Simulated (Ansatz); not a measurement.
Abridged output of a molecular run in Ansatz:

```
Functional definition: HF
950 factors; integrals over basis functions are off by at most 1.2e-3 eV
mean field evaluation 1: about -61559.3625 eV, gradient 2.2e1 eV
mean field evaluation 2: about -61559.4569 eV, gradient 2.2e1 eV
mean field evaluation 4: about -61561.3952 eV, gradient 2.7e0 eV
mean field evaluation 8: about -61561.4199 eV, gradient 1.4e-1 eV
mean field -61561.41999638 eV, -2262.3404570377 hartree, gradient 8.2e-7 eV, S^2 0.000000; 1 other end points of the search recorded, 0 dependent functions left out
10 core orbitals not correlated: weight in the atoms' cores, before any rotation towards them, 1.000 or more for the frozen orbitals, at most 0.000 for the correlated occupied ones
reference -61561.41999638 eV, -2262.3404570377 hartree; 12, 12 occupied and 141, 141 virtual orbitals, 950 factors
second order -11.57148842 eV of doubles, -0.00000000 eV of singles
cycle   1  -12.05197111 eV  change   -4.8e-1 eV  update   7.8e-2
cycle   2  -12.45537228 eV  change   -4.0e-1 eV  update   2.3e-2
cycle   3  -12.48239090 eV  change   -2.7e-2 eV  update   8.7e-3
cycle   4  -12.47972751 eV  change    2.7e-3 eV  update   2.2e-3
cycle   5  -12.47906579 eV  change    6.6e-4 eV  update   5.7e-4
cycle   6  -12.47874407 eV  change    3.2e-4 eV  update   1.7e-4
cycle   7  -12.47871873 eV  change    2.5e-5 eV  update   4.9e-5
cycle   8  -12.47872474 eV  change   -6.0e-6 eV  update   1.4e-5
perturbative correction -0.41134640 eV, -0.0151167012 hartree
Total energy: -61574.31006751 eV, -2262.8141584146 hartree
```

Its atoms:

```xyz
8

B     0.7067   -0.4182    0.8719
As   -0.5027    0.2967   -0.6198
H     0.5370   -1.6110    0.8012
H     0.2520    0.1115    1.8566
H     1.7987   -0.0304    0.5341
H    -0.2443   -0.1440   -2.0375
H    -1.9809    0.0107   -0.5565
H    -0.5665    1.7846   -0.8500
```

(1) Which basis set was used?
A. cc-pV(D+d)Z
B. cc-pV(Q+d)Z
C. def2-TZVPP
D. def2-TZVPPD

(2) Write the keys of the input that set method, charge and spin (a neutral closed shell needs none for the last two).

Results:

(1) C. It gives 163 functions.

(2) 
```yaml
correlation: {method: ccsd_t}
```
